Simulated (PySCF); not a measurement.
Isomers of C8H6ClFO, one GFN2-xTB conformer each. Single-point energies are computed at PBE0/pcSseg-1 (PySCF, gas phase, no added dispersion term), electronic only.

| SMILES | GFN2-xTB relative energy (kJ/mol) |
| --- | --- |
| Cc1cc(C(=O)F)ccc1Cl | 4.0 |
| Fc1ccc2c(c1Cl)OCC2 | 0.0 |
| Cc1ccc(F)cc1C(=O)Cl | 24.9 |
| Cc1ccc(C(=O)Cl)cc1F | 20.8 |

Conformers: `[CH3:1][c:2]1[cH:3][c:4]([C:5](=[O:6])[F:7])[cH:8][cH:9][c:10]1[Cl:11]` with C3–C4–C5–O6 0°; `[CH3:1][c:2]1[cH:3][cH:4][c:5]([F:6])[cH:7][c:8]1[C:9](=[O:10])[Cl:11]` with C7–C8–C9–O10 -168°; `[CH3:1][c:2]1[cH:3][cH:4][c:5]([C:6](=[O:7])[Cl:8])[cH:9][c:10]1[F:11]` with C4–C5–C6–O7 0°.

**Question.** What does PBE0/pcSseg-1 give for the same structures?

**Answer.** 
```csv
SMILES,PBE0/pcSseg-1 E (Eh),PBE0/pcSseg-1 (kJ/mol),GFN2-xTB (kJ/mol),point group
Cc1cc(C(=O)F)ccc1Cl,-942.99618,0.0,4.0,Cs
Cc1ccc(C(=O)Cl)cc1F,-942.98370,32.8,20.8,–
Cc1ccc(F)cc1C(=O)Cl,-942.97792,48.0,24.9,C1
Fc1ccc2c(c1Cl)OCC2,-942.95648,104.2,0.0,Cs
```

GFN2-xTB puts Fc1ccc2c(c1Cl)OCC2 lowest instead; measured from each level's own lowest isomer, the values differ by up to 104.2 kJ/mol (Fc1ccc2c(c1Cl)OCC2: 0.0 against 104.2). As drawn, the lowest has a C=O bond, which the highest lacks.

**Question.** Which frontier levels, dipoles and rotational constants go with these structures?

**Answer.** 
| SMILES | HOMO (eV, PBE0/pcSseg-1) | LUMO (eV) | dipole (D) | A, B, C (MHz) |
| --- | --- | --- | --- | --- |
| Cc1cc(C(=O)F)ccc1Cl | -7.76 | -2.15 | 2.98 | 2331, 521.4, 427.2 |
| Cc1ccc(C(=O)Cl)cc1F | -7.76 | -2.30 | 3.99 | 2004, 571.3, 445.8 |
| Cc1ccc(F)cc1C(=O)Cl | -7.62 | -2.37 | 3.29 | 1334, 774.7, 494.0 |
| Fc1ccc2c(c1Cl)OCC2 | -6.60 | -0.59 | 4.45 | 1516, 880.6, 560.9 |
